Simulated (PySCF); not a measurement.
Compound: C7H5NS.
Structure used (GFN2-xTB), in Å, numbered top down from 1:
```xyz
14
C7H5NS angstrom
S      4.6696    0.3082    0.2442
C      3.1454    0.0031    0.2166
N      2.0273   -0.4174    0.2471
C      0.6896   -0.2035    0.0992
C     -0.1807   -1.2706    0.3128
C     -1.5414   -1.0807    0.1682
C     -2.0411    0.1624   -0.1856
C     -1.1733    1.2226   -0.3965
C      0.1897    1.0500   -0.2579
H      0.2211   -2.2335    0.5883
H     -2.2163   -1.9074    0.3323
H     -3.1049    0.3056   -0.2981
H     -1.5608    2.1923   -0.6715
H      0.8752    1.8683   -0.4213
```

Theory: PySCF 2.14.0, density-fitted response routines, TDDFT wB97X-D/def2-SVPD, vertical, gas phase, core orbitals frozen in the response.

Transition dipole moments from the ground state, in atomic units and in the frame of the coordinates above (overall signs are arbitrary), for the states with f of 0.002 or more among the lowest 8:

| state | E (eV) | μx | μy | μz |
| --- | --- | --- | --- | --- |
| S2 | 4.752 | 1.422 | -0.041 | 0.110 |
| S4 | 5.184 | 0.087 | 0.112 | -0.022 |
| S5 | 5.919 | -1.913 | -0.026 | -0.126 |
| S6 | 6.489 | 0.379 | 1.275 | -0.301 |
| S7 | 6.718 | 0.029 | -0.082 | -0.309 |
| S8 | 6.748 | -2.483 | 0.017 | -0.179 |

**Question.** What oscillator strength does each state have?

**Answer.** f = (2/3) ΔE |μ|² with ΔE in hartree (27.2114 eV).

```json
{"state": "S2", "|μ|² (au)": "2.037", "|μ| (D)": "3.63", "f": "0.237"}
{"state": "S4", "|μ|² (au)": "0.021", "|μ| (D)": "0.36", "f": "0.003"}
{"state": "S5", "|μ|² (au)": "3.676", "|μ| (D)": "4.87", "f": "0.533"}
{"state": "S6", "|μ|² (au)": "1.859", "|μ| (D)": "3.47", "f": "0.296"}
{"state": "S7", "|μ|² (au)": "0.103", "|μ| (D)": "0.82", "f": "0.017"}
{"state": "S8", "|μ|² (au)": "6.197", "|μ| (D)": "6.33", "f": "1.024"}
```

**Question.** What is the point group, and which symmetry does each of these states have?

**Answer.** Cs. From a totally symmetric ground state, an allowed state transforms like the component of the dipole operator along its μ. Polarised normal to the mirror plane, so A″: S7. Polarised in the mirror plane, so A′: S2, S4, S5, S6 and S8.

**Question.** What angle do the transition dipoles of S6 and S7 make?

**Answer.** |cos θ| = |μa·μb| / (|μa| |μb|) = 0.00, so θ ≈ 90° (taken between 0 and 90°, since the signs are arbitrary).

**Question.** How is the summed strength of these states shared among x, y and z?

**Answer.** (2/3) Σ ΔE μα² gives 1.809 for x, 0.261 for y and 0.039 for z, 2.110 in all.

**Question.** What peak molar absorption coefficient would the strongest computed level give as a lone Gaussian band 0.4 eV wide at half height?

**Answer.** ε(max) = 2.175×10⁸ f / FWHM, with the width in cm⁻¹. S8: 2.175×10⁸ × 1.0244 / 3226 ≈ 69000 L mol⁻¹ cm⁻¹.

One conformer stands for the species.
